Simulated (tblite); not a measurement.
C₆H₇F₃ (charge +1 and doublet state).
Numbering: `[F:1][C:2]([F:3])([F:4])[CH+:5][C:6]1[CH2:7][CH2:8][CH2:9]1` (hydrogens: H10 on C5; H11, H12 on C7; H13, H14 on C8; H15, H16 on C9)

Geometry (GFN2-xTB, Å), atoms numbered from 1 in this order:
```
atom  x, y, z in Å
F1     2.396   -1.023   -0.965
C2     2.375   -0.251    0.134
F3     3.558    0.306    0.282
F4     2.149   -1.069    1.171
C5     1.263    0.771    0.002
C6    -0.029    0.365   -0.034
C7    -0.679   -0.964   -0.015
C8    -2.033   -0.277   -0.064
C9    -1.328    1.072   -0.088
H10    1.565    1.807   -0.077
H11   -0.467   -1.560    0.885
H12   -0.426   -1.647   -0.837
H13   -2.648   -0.513   -0.939
H14   -2.689   -0.448    0.796
H15   -1.474    1.673   -0.995
H16   -1.542    1.767    0.731
```

Computed geometry: GFN2-xTB, gas phase. This method treats the open shell by occupation alone, without spin polarisation.

Take the most abundant isotopes and a rigid rotor. The values belong to one conformer with, in the numbering `[F:1][C:2]([F:3])([F:4])[CH+:5][C:6]1[CH2:7][CH2:8][CH2:9]1`, C2–C5–C6–C7 -2°.

(1) Give the principal moments of inertia and the rotational constants in GHz.

(2) What kind of rotor is it?

(3) Is it planar, by Δ = Ic − Ia − Ib?

(4) Give the other two planar moments, Paa and Pbb, and the rms extents of the mass along the axes.

(5) List the rotational levels J(Ka,Kc) to J = 3 (MHz).

## Answers

(1) Ia = 133.61, Ib = 530.03, Ic = 566.60 u·Å²; 505379 MHz·u·Å²/I gives 3782, 953.5 and 891.9 MHz, that is A = 3.7825, B = 0.9535, C = 0.8919 GHz.

(2) A near-prolate asymmetric top: κ = (2 × 953.5 − 3782 − 891.9)/(3782 − 891.9) = -0.96.

(3) Not planar: Δ = Ic − Ia − Ib = -97.04 u·Å². For a rigid frame Δ = −2 Σ m c², so Σ m c² = 48.52 u·Å² lies off the ab plane: 4.53 from hydrogen and 43.98 from heavier atoms. The atom farthest from that plane is 1.12 Å away.

(4) Paa = Σ m a² = (Ib + Ic − Ia)/2 = 481.51 and Pbb = Σ m b² = (Ia + Ic − Ib)/2 = 85.09 u·Å². With the mass M = 136.05 u, the rms extents √(P/M) along a, b and c are 1.88, 0.79, 0.60 Å.

(5) Above 0(0,0):
J = 1: 1(0,1) 1845, 1(1,1) 4674, 1(1,0) 4736
J = 2: 2(0,2) 5535, 2(1,2) 8304, 2(1,1) 8488, 2(2,1) 16975, 2(2,0) 16976
J = 3: 3(0,3) 11068, 3(1,3) 13747, 3(1,2) 14116, 3(2,2) 22512, 3(2,1) 22517, 3(3,1) 36811, 3(3,0) 36811
Those of J = 1 are B + C, A + C and A + B.

For this open shell read J as N, the rotation without spin; fine and hyperfine splittings come on top. Its lowest GFN2-xTB frequency is 4i cm⁻¹, too small to tell a flat minimum from a shallow saddle. Zero-point vibration and centrifugal distortion are left out.

On AMD EPYC 7B13, one thread, shared host, this took 0.54 s. That covers the optimisation of the geometry.
